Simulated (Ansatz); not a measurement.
CH6SSeSi (`S[SiH2]C[SeH]`). Charge 0, multiplicity 1. Geometry: relaxed with PBE0-D4/def2-TZVP. It is one conformer, not always the lowest.

```xyz
10

S     0.528    2.131    1.548
Si    0.279    0.076    1.007
C    -0.368   -0.114   -0.740
Se   -0.254   -2.010   -1.226
H     1.554    2.342    0.706
H    -0.710   -0.455    1.974
H     1.565   -0.658    1.130
H     0.196    0.484   -1.456
H    -1.413    0.193   -0.767
H    -1.375   -1.988   -2.175
```

Problem. What is the dipole moment at B3LYP/def2-TZVPP? (An estimate is asked.)

Solution. Computed: 1.31 D, with components (-0.22, 0.54, -1.18) D in this frame, pointing from negative to positive charge.

Problem. And with PBE, r2SCAN, ωB97M-V? (Best estimate.)

Solution. The calculation gave: PBE 1.35 D, r2SCAN 1.40 D, ωB97M-V 1.34 D.

Problem. Give the Mulliken charges with B3LYP, PBE, ωB97M-V in def2-TZVPP. (Best estimate.)

Solution. Computed: 
```
atom  B3LYP    PBE  ωB97M-V
  S1  -0.27  -0.25    -0.25
 Si2   0.33   0.25     0.23
  C3  -0.29  -0.25    -0.37
 Se4  -0.07  -0.08    -0.07
  H5   0.10   0.12     0.12
  H6  -0.05  -0.04    -0.01
  H7  -0.06  -0.04    -0.01
  H8   0.13   0.13     0.15
  H9   0.13   0.13     0.15
 H10   0.04   0.04     0.06
```

B3LYP here is the variant with VWN-RPA as its local correlation; programs differ in this.
